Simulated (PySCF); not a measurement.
Start geometry of `FC(F)(CS[SiH2]OC(C)=O)F` from GFN2-xTB (Å):
```
atom  x, y, z in Å
C1    -3.922    0.309   -0.727
C2    -2.655   -0.239   -0.151
O3    -2.573   -1.108    0.673
O4    -1.562    0.335   -0.655
Si5   -0.096   -0.221   -0.146
S6     1.134    1.170   -1.219
C7     2.732    0.900   -0.390
C8     3.194   -0.540   -0.425
F9     4.512   -0.628   -0.186
F10    2.597   -1.287    0.521
F11    2.974   -1.153   -1.588
H12   -4.000   -0.014   -1.764
H13   -3.890    1.396   -0.716
H14   -4.776   -0.057   -0.166
H15    0.100   -1.581   -0.613
H16    0.088   -0.002    1.279
H17    3.462    1.511   -0.921
H18    2.673    1.216    0.651
```

**Question.** What comes out of this run: PySCF, PBE0-D3(BJ)/def2-SVP geometry optimisation, gas phase?

**Answer.** 
```
atom  x, y, z in Å
C1    -3.9929    0.4391   -0.6933
C2    -2.7145   -0.1226   -0.1592
O3    -2.6183   -0.9451    0.7188
O4    -1.6259    0.3694   -0.7668
Si5   -0.1418   -0.3324   -0.2632
S6     1.2243    0.7928   -1.4872
C7     2.6880    0.7786   -0.4144
C8     3.3959   -0.5541   -0.3529
F9     4.4651   -0.4728    0.4430
F10    2.5911   -1.5023    0.1541
F11    3.8038   -0.9687   -1.5453
H12   -4.1220    0.1068   -1.7345
H13   -3.9446    1.5368   -0.7083
H14   -4.8366    0.0945   -0.0857
H15   -0.1741   -1.7761   -0.5917
H16    0.1651   -0.0412    1.1608
H17    3.3906    1.5154   -0.8276
H18    2.4407    1.0815    0.6138
```

The energy falls by 4.8 kcal/mol over 9 energy and gradient evaluations, the largest force component goes from 0.0244 to 2.6e-04 Eh/bohr, and the atoms move by 0.331 Å rms after alignment. The bond that changes most is O4–Si5 (oxygen singly bound to a carbonyl carbon to oxygen-bound silicon), which lengthens by 0.068 Å. Bonds longer at the end by more than 0.005 Å: 11 of 17; shorter: 2. Among the angles that change most is C2–O4–Si5, from 117.8° to 114.8°. Among the dihedrals that turn most is H18–C7–C8–F10, from 42° to 63°. Rotational constants go from 2132, 365.3, 334.8 to 2282, 337.3, 313.0 MHz. The orientation of the end geometry is arbitrary; only internal coordinates are fixed.

The run used 197 basis functions and 68 SCF cycles in all. Hardware: one thread, Arm Neoverse V1, no GPU, on a shared host. Cost: 4.1 min.

No PBE0-D3(BJ)/def2-SVP frequencies stand behind this structure, so it isn't proved a minimum. The numbers are those of one conformer.
